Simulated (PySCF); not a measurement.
C3H11FGeSi.
SMILES with atom numbers: `[CH3:1][C@@H:2]([SiH3:3])[Ge@H:4]([CH3:5])[F:6]` (hydrogens: H7, H8, H9 on C1; H10 on C2; H11, H12, H13 on Si3; H14 on Ge4; H15, H16, H17 on C5)

Cartesian coordinates in Å at the PBE0-D3(BJ)/def2-SVP level; atoms count from 1:
```xyz
17
C3H11FGeSi angstrom
C     -0.7248   -0.6785   -1.4089
C     -0.7895    0.3996   -0.3199
Si    -1.7261   -0.1852    1.2125
Ge     1.0008    1.0493    0.1151
C      2.1316   -0.2811    0.9565
F      0.7905    2.3380    1.2861
H     -1.7315   -0.9928   -1.7286
H     -0.1962   -0.3272   -2.3109
H     -0.2037   -1.5839   -1.0565
H     -1.3329    1.2847   -0.6972
H     -1.0344   -1.3752    1.8036
H     -3.1112   -0.6046    0.8281
H     -1.8031    0.8878    2.2461
H      1.6629    1.7101   -1.1125
H      2.2923   -1.1323    0.2781
H      1.6595   -0.6503    1.8782
H      3.1081    0.1550    1.2100
```

Theory: PBE0-D3(BJ)/def2-SVP geometry optimisation, gas phase (PySCF).

Masses are those of the commonest isotopes; rigid-rotor values at the optimised geometry. The values belong to one conformer with, in the numbering `[CH3:1][C@@H:2]([SiH3:3])[Ge@H:4]([CH3:5])[F:6]`, C1–C2–Ge4–C5 -67°.

(1) What are A, B and C (MHz)?

(2) What kind of rotor is it?

(3) Is it planar, by Δ = Ic − Ia − Ib?

(4) Where do the levels up to J = 3 lie, in MHz?

(5) Which lines would a microwave search look for?

Results:

(1) Ia = 207.42, Ib = 384.08, Ic = 442.51 u·Å²; 505379 MHz·u·Å²/I gives A = 2436, B = 1316, C = 1142 MHz.

(2) An asymmetric top. Ray's parameter κ = (2B − A − C)/(A − C) = -0.732; −1 is the prolate and +1 the oblate limit.

(3) Not planar: Δ = Ic − Ia − Ib = -148.99 u·Å². For a rigid frame Δ = −2 Σ m c², so Σ m c² = 74.50 u·Å² lies off the ab plane: 22.31 from hydrogen and 52.18 from heavier atoms. The atom farthest from that plane is 2.32 Å away.

(4) Above 0(0,0):
J = 1: 1(0,1) 2458, 1(1,1) 3579, 1(1,0) 3752
J = 2: 2(0,2) 7355, 2(1,2) 8321, 2(1,1) 8842, 2(2,1) 12204, 2(2,0) 12222
J = 3: 3(0,3) 14655, 3(1,3) 15422, 3(1,2) 16464, 3(2,2) 19577, 3(2,1) 19669, 3(3,1) 25626, 3(3,0) 25627
The levels of one J sum to (2J + 1)J(J + 1)(A + B + C)/3.

(5) The dipole components are |μa| = 0.63 D, |μb| = 2.46 D, |μc| = 0.53 D. Intensities carry the squares of the components, which stand as 0.07 : 1.00 : 0.05 (a : b : c). Some lines, for components of 0.1 D or more:

```tsv
type	branch	J(Ka,Kc)	MHz	lower level (cm⁻¹)
a	Q	2(1,1) ← 2(1,2)	521	0.278
c	Q	2(1,2) ← 2(0,2)	966	0.245
b	Q	1(1,0) ← 1(0,1)	1294	0.082
b	Q	2(1,1) ← 2(0,2)	1487	0.245
a	R	1(0,1) ← 0(0,0)	2458	0.000
c	Q	2(2,1) ← 2(1,1)	3362	0.295
b	Q	2(2,0) ← 2(1,1)	3381	0.295
c	R	1(1,0) ← 0(0,0)	3752	0.000
b	R	2(0,2) ← 1(1,1)	3776	0.119
b	Q	2(2,1) ← 2(1,2)	3883	0.278
a	R	2(1,2) ← 1(1,1)	4742	0.119
a	R	2(1,1) ← 1(1,0)	5090	0.125
b	R	2(2,1) ← 1(1,0)	8451	0.125
c	R	2(2,0) ← 1(1,0)	8470	0.125
```

No PBE0-D3(BJ)/def2-SVP frequencies stand behind this structure, so it isn't proved a minimum. No vibrational averaging or centrifugal distortion is included, and the geometry carries the error of its method. A rigid rotor knows nothing of internal rotation, which can split or shift real lines.

Time: 51 s wall; peak memory 0.74 GiB. Hardware: one thread, Arm Neoverse V1 (aarch64), shared host with 32 logical CPUs at a one-minute load of 18. That covers the optimisation of the geometry.
